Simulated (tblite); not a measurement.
Species: C5H18Si3.
Structure used (GFN2-xTB), in Å, numbered top down from 1:
```xyz
26
C5H18Si3 angstrom
C     -2.2409   -0.7272    0.9640
C     -1.7077    0.4915    0.2182
C     -2.8318    1.5062    0.0084
C     -1.0913    0.0945   -1.1238
Si     0.4474   -1.0235   -1.0376
C      1.7161   -0.3617    0.2193
Si     2.2519    1.4290   -0.1385
Si     3.2053   -1.5318    0.3868
H     -2.6928   -0.4309    1.9088
H     -2.9970   -1.2320    0.3660
H     -1.4416   -1.4340    1.1721
H     -0.9328    0.9648    0.8323
H     -3.2648    1.8033    0.9616
H     -3.6197    1.0751   -0.6065
H     -2.4583    2.3981   -0.4903
H     -0.8171    1.0064   -1.6586
H     -1.8577   -0.3933   -1.7293
H      1.0481   -1.0624   -2.3793
H      0.0652   -2.4012   -0.6850
H      1.2235   -0.3498    1.1965
H      2.8537    1.5173   -1.4705
H      1.1052    2.3429   -0.0758
H      3.2265    1.8729    0.8641
H      2.7492   -2.8699    0.7757
H      4.1163   -1.0382    1.4252
H      3.9240   -1.6234   -0.8849
```

Computed with GFN2-xTB (tblite): harmonic, unscaled wavenumbers at the GFN2-xTB geometry, gas phase. Errors from tens to a few hundred cm⁻¹ against measured bands are possible. Modes of hydrogen on silicon can be 10 to 20 % off. One conformer, not necessarily the lowest.

Harmonic wavenumbers (cm⁻¹): 32.4, 48.5, 64.1, 105.3, 116.8, 130.9, 157.5, 176.7, 208.7, 214.4, 235.0, 248.1, 344.4, 379.8, 433.2, 464.1, 484.8, 506.2, 515.5, 532.6, 577.1, 660.5, 681.7, 756.4, 773.4, 781.3, 783.1, 791.4, 794.9, 800.9, 816.0, 820.6, 840.9, 843.8, 891.9, 947.2, 984.5, 992.0, 1058.1, 1071.1, 1075.3, 1133.3, 1187.8, 1226.0, 1264.3, 1338.7, 1343.1, 1408.6, 1421.5, 1482.0, 1498.3, 1500.7, 1507.2, 1510.7, 2176.1, 2203.9, 2214.4, 2225.3, 2234.9, 2238.2, 2248.3, 2261.6, 2910.9, 2921.3, 2960.8, 2977.0, 3020.5, 3022.1, 3025.2, 3030.2, 3032.7, 3038.6.

A = 1707, B = 592.2, C = 518.1 MHz; mass 162.072 u (most abundant isotopes); point group C1, symmetry number 1.

Task: Zero-point energy?

Result: Half the sum of the wavenumbers: 44353 cm⁻¹ = 530.58 kJ/mol.

Task: Give the ideal-gas entropy at 500 K and 1 bar in the rigid-rotor, harmonic-oscillator model (classical rotation).

Result: Translation 183.06, rotation 135.30, vibration 329.52: S = 647.9 J/(mol K).

Task: And Cp and H(500 K) − H(0)?

Result: Cp = 337.98 J/(mol K), of which vibrations give 304.72 (their classical limit is 72 R = 598.6); H(500 K) − H(0) = 98.96 kJ/mol without the zero-point energy, 82.33 from vibrations.

Task: Which modes carry the vibrational entropy at 500 K?

Result: 32.4 cm⁻¹: 28.04; 48.5 cm⁻¹: 24.69; 64.1 cm⁻¹: 22.38; 105.3 cm⁻¹: 18.27; 116.8 cm⁻¹: 17.42; 130.9 cm⁻¹: 16.48 J/(mol K); the other 66 give 202.23 together.

Task: Blend soft modes into free rotors: weight 1/[1 + (100 cm⁻¹/ν̃)⁴] for the oscillator and the rest for a rotor with moment μB/(μ + B), μ = h/(8π²ν), B = 10⁻⁴⁴ kg m². What vibrational entropy results?

Result: 302.62 J/(mol K) in place of 329.52, which changes −T·S at 500 K by +13.45 kJ/mol.

Hindered rotation and anharmonicity are outside this model. Other conformers, if any are populated, would add a mixing term that is left out. The structure is chiral; the term R ln 2 for an equal mix with its mirror image is left out.

On one thread of an Arm Neoverse N1, no GPU (shared host), this took 2.8 s wall. This covers the Hessian and the dipole derivatives.
